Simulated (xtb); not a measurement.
Input file for xtb: GFN-FF on CH7GeN (SMILES [CH3][GeH2][NH2]), a point of a torsion scan.

```
$ xtb mol.xyz --gfnff --sp --chrg 0 --uhf 0
10

C      1.30791183     0.56708572     0.00119727
Ge    -0.14020377    -0.78210623    -0.09990534
N      0.14501957    -2.28785110     0.87466141
H      2.28222236     0.08382240    -0.01544098
H      1.25848843     1.26434424    -0.82824071
H      1.23683686     1.13665324     0.92514424
H     -0.31906569    -1.27855120    -1.50571543
H     -1.44486388    -0.23534638     0.40028508
H      0.16237158    -2.17521842     1.87878727
H      0.95161239    -2.83703197     0.61117223
```

Program output:

```
[...]
           -------------------------------------------------
          |                Calculation Setup                |
           -------------------------------------------------



          ==================== Thresholds ====================
          CN  :   150.00000
          rep :   500.00000
          disp:  2500.00000
          HB1 :   250.00000
          HB2 :   450.00000

          Pauling EN used:
          Z : 1  EN :  2.20
          Z : 6  EN :  2.55
          Z : 7  EN :  3.04
          Z :32  EN :  2.01
          electric field strengths (au): 0.000

           -------------------------------------------------
          |           Force Field Initialization            |
           -------------------------------------------------

          distances ...
          ----------------------------------------
          generating topology and atomic info file ...
          pair mat ...
          computing topology distances matrix with Floyd-Warshall algo ...
          making topology EEQ charges ...
          #fragments for EEQ constrain: 1
          ----------------------------------------
          generating topology and atomic info file ...
          pair mat ...
          computing topology distances matrix with Floyd-Warshall algo ...
          making topology EEQ charges ...
          #fragments for EEQ constrain: 1
          rings ...
          # BATM   42
          # H in HB   4

  atom   neighbors  erfCN metchar sp-hybrid imet pi  qest     coordinates
    1  C       4    3.48   0.00         3    0    0  -0.085    2.471595    1.071637    0.002263
    2  Ge      4    3.47   0.02         3    0    0   0.191   -0.264947   -1.477967   -0.188794
    3  N       3    2.78   0.00         3    0    0  -0.362    0.274047   -4.323412    1.652871
    4  H       1    0.97   0.00         0    0    0   0.022    4.312775    0.158401   -0.029179
    5  H       1    0.97   0.00         0    0    0   0.022    2.378198    2.389264   -1.565148
    6  H       1    0.97   0.00         0    0    0   0.022    2.337283    2.147963    1.748269
    7  H       1    0.96   0.01         0    0    0  -0.025   -0.602947   -2.416112   -2.845390
    8  H       1    0.96   0.01         0    0    0  -0.025   -2.730397   -0.444740    0.756429
    9  H       1    0.98   0.00         0    0    0   0.120    0.306838   -4.110567    3.550393
   10  H       1    0.98   0.00         0    0    0   0.120    1.798287   -5.361213    1.154948

          #atoms :   10
          #bonds :   9
          #angl  :   15
          #tors  :   16
          #nmol  :   1
          #optfrag :   1
           -------------------------------------------------
          |                   G F N - F F                   |
          |          A general generic force-field          |
          |                  Version 1.0.3                  |
           -------------------------------------------------
          Number of HB bonds (bound hydrogen)     0
          Number of HB bonds (unbound hydrogen)   0
          Number of XB bonds                      0

 E+G (total)                   0 d,  0 h,  0 min,  0.000 sec
 distance/D3 list               ...        0 min,  0.000 sec (  0.622%)
 non bonded repulsion           ...        0 min,  0.000 sec ( 17.793%)
 dCN                            ...        0 min,  0.000 sec (  4.591%)
 EEQ energy and q               ...        0 min,  0.000 sec ( 11.223%)
 D3                             ...        0 min,  0.000 sec ( 14.013%)
 EEQ gradient                   ...        0 min,  0.000 sec (  5.274%)
 bonds                          ...        0 min,  0.000 sec (  8.531%)
Note: The following floating-point exceptions are signalling: IEEE_UNDERFLOW_FLAG IEEE_DENORMAL
normal termination of xtb
 bend and torsion               ...        0 min,  0.000 sec ( 17.509%)
 bonded ATM                     ...        0 min,  0.000 sec (  8.025%)
 HB/XB (incl list setup)        ...        0 min,  0.000 sec (  8.442%)

         :::::::::::::::::::::::::::::::::::::::::::::::::::::
         ::                     SUMMARY                     ::
         :::::::::::::::::::::::::::::::::::::::::::::::::::::
         :: total energy              -1.143061571053 Eh    ::
         :: gradient norm              0.029813809241 Eh/a0 ::
         ::.................................................::
         :: bond energy               -1.183935813553 Eh    ::
         :: angle energy               0.021454424324 Eh    ::
         :: torsion energy             0.001081932797 Eh    ::
         :: repulsion energy           0.052269323590 Eh    ::
         :: electrostat energy        -0.030350723071 Eh    ::
         :: dispersion energy         -0.003527212607 Eh    ::
         :: HB energy                  0.000000000000 Eh    ::
         :: XB energy                  0.000000000000 Eh    ::
         :: bonded atm energy         -0.000053502534 Eh    ::
         :: external energy            0.000000000000 Eh    ::
         :: add. restraining           0.000000000000 Eh    ::
         :: total charge               0.000000000000 e     ::
         :::::::::::::::::::::::::::::::::::::::::::::::::::::

           -------------------------------------------------
          |                Property Printout                |
           -------------------------------------------------

molecular dipole:
                 x           y           z       tot (Debye)
 q only:        0.220       0.274      -0.011       0.893

           -------------------------------------------------
          | TOTAL ENERGY               -1.143061571053 Eh   |
          | GRADIENT NORM               0.029813809241 Eh/α |
           -------------------------------------------------
########################################################################
[WARNING] Runtime exception occurred
-1- gfnff_setup: Could not read topology file.
########################################################################

------------------------------------------------------------------------
------------------------------------------------------------------------
 total:
 SCF:
```

The run finished.

Cost: roughly 0.020 core-seconds.
